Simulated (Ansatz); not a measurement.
One geometry of Ti₂O₄⁺, several levels of theory.

```yaml
crystal:
  periodic: [false, false, false]
  atoms:
    - {symbol: Ti, position_ang: [0.663099, 0.602499, 0.909502]}
    - {symbol: Ti, position_ang: [0.161213, -0.781410, -0.996439]}
    - {symbol: O, position_ang: [-1.166402, 0.683517, 0.687905]}
    - {symbol: O, position_ang: [0.763771, -1.185534, 0.659356]}
    - {symbol: O, position_ang: [-1.455995, -0.114323, -0.410929]}
    - {symbol: O, position_ang: [1.034315, 0.795240, -0.849395]}
basis:
  gaussian: {orbitals: def2-TZVP, initial_orbitals: start.molden}
total_charge: 1
magnetization: {spin_polarized: true, initial_magnetization: 1}
hamiltonian: {xc: pbe, dispersion: d4}
scf: {omitted_lower_state_checks: [starts]}
output: {forces: true, orbitals: {seedname: orbitals}}
```

The file start.molden holds the orbitals of an earlier run on this structure, at another level or in another basis.

```sh
$ ansatz run in.yaml --threads 4 --pin off --events-out ev --progress --plain --max-ram 4787MiB
```

Output, abridged:

```
Functional definition: PBE
1430 factors; their error is unknown
mean field evaluation 1: about -54399.0245 eV, gradient 1.0e1 eV
mean field evaluation 2: about -54399.3711 eV, gradient 4.0e-1 eV
mean field evaluation 4: about -54399.3621 eV, gradient 1.7e-1 eV
mean field evaluation 8: about -54399.3621 eV, gradient 1.8e-5 eV
mean field -54399.36214048 eV, -1999.1396854507 hartree, gradient 1.8e-5 eV, S^2 0.753505; 0 other end points of the search recorded, 0 dependent functions left out
reference -54399.36220266 eV, -1999.1396877357 hartree; 38, 37 occupied and 176, 177 virtual orbitals, 1430 factors
Total energy: -54399.57068215 eV, -1999.1473492158 hartree
Atom 0 at     0.663099     0.602499     0.909502 Å, force     0.376329     0.308215     0.472535 eV/Å
Atom 1 at     0.161213    -0.781410    -0.996439 Å, force     0.113293    -0.413265    -0.527802 eV/Å
Atom 2 at    -1.166402     0.683517     0.687905 Å, force    -0.388134     0.248577     0.257677 eV/Å
Atom 3 at     0.763771    -1.185534     0.659356 Å, force     0.131937    -0.528963     0.352721 eV/Å
Atom 4 at    -1.455995    -0.114323    -0.410929 Å, force    -0.496478    -0.056209    -0.163452 eV/Å
Atom 5 at     1.034315     0.795240    -0.849395 Å, force     0.263054     0.441646    -0.391679 eV/Å
Dipole moment:     0.616859    -0.133909    -0.064951 e Å
Checks for a lower state left out: starts
```

Hardware: 4 threads of Arm Neoverse V2 on a shared host. Wall time 6.5 s.

The first input with `gaussian: {orbitals: def2-SVP, initial_orbitals: start.molden}`, `hamiltonian: {xc: pbe0, dispersion: d4}`, `output: {orbitals: {seedname: orbitals}}` (abridged; 4.5 s):

```
Functional definition: PBE0
mean field -54382.33805570 eV, -1998.5140618743 hartree, gradient 2.4e-5 eV, S^2 0.761487
Total energy: -54382.51169444 eV, -1998.5204429803 hartree
Checks for a lower state left out: starts
```

The first input with `gaussian: {orbitals: def2-SVP, initial_orbitals: start.molden}`, `output: {orbitals: {seedname: orbitals}}` (abridged; 3.5 s):

```
Functional definition: PBE
mean field -54383.61127859 eV, -1998.5608519527 hartree, gradient 2.6e-5 eV, S^2 0.753646
Total energy: -54383.81986882 eV, -1998.5685175020 hartree
Checks for a lower state left out: starts
```

First input, but with `hamiltonian: {xc: r2scan, dispersion: d4}`, `output: {orbitals: {seedname: orbitals}}` (abridged; 15 s):

```
Functional definition: r2SCAN
mean field -54413.60788604 eV, -1999.6632069437 hartree, gradient 5.6e-5 eV, S^2 0.757280
Total energy: -54413.65062677 eV, -1999.6647776367 hartree
Checks for a lower state left out: starts
```

As the first input, with `hamiltonian: {xc: pbe0, dispersion: d4}`, `output: {orbitals: {seedname: orbitals}}` (abridged; 13 s):

```
Functional definition: PBE0
mean field -54398.20803292 eV, -1999.0972727802 hartree, gradient 2.4e-5 eV, S^2 0.760855
Total energy: -54398.38162919 eV, -1999.1036523253 hartree
Checks for a lower state left out: starts
```

The first input with `hamiltonian: {xc: {name: LC-wPBE}}`, `output: {orbitals: {seedname: orbitals}}` (abridged; 21 s):

```
Functional definition: LC-wPBE
mean field -54402.15100275 eV, -1999.2421742485 hartree, gradient 6.0e-6 eV, S^2 0.768744
Total energy: -54402.15100276 eV, -1999.2421742489 hartree
Checks for a lower state left out: starts
```

The first input with `correlation: {method: mp2}`, `output: {orbitals: {seedname: orbitals}}` and without the key `hamiltonian` (abridged; 12 s):

```
Functional definition: HF
mean field -54319.16812814 eV, -1996.1926098547 hartree, gradient 2.2e-6 eV, S^2 0.759527
14 core orbitals not correlated: weight in the atoms' cores, before any rotation towards them, 1.000 or more for the frozen orbitals, at most 0.000 for the correlated occupied ones
second order -46.13305274 eV of doubles, -0.00000000 eV of singles
Total energy: -54365.30118088 eV, -1997.8879682729 hartree
Checks for a lower state left out: starts
```

Geometry: r2SCAN-D4/def2-SVP.

LC-ωPBE has ω = 0.4 bohr⁻¹. Correlated methods freeze 14 core orbitals; core or outer-core shells of Ti are correlated, in sets that lack core-valence functions. The structure holds 1 bond(s) between oxygen atoms. No other spin state of charge 1 was run. Another isomer (doublet) lies 1.28 eV lower at PBE0-D4/def2-TZVP; other spin states weren't run for this one.
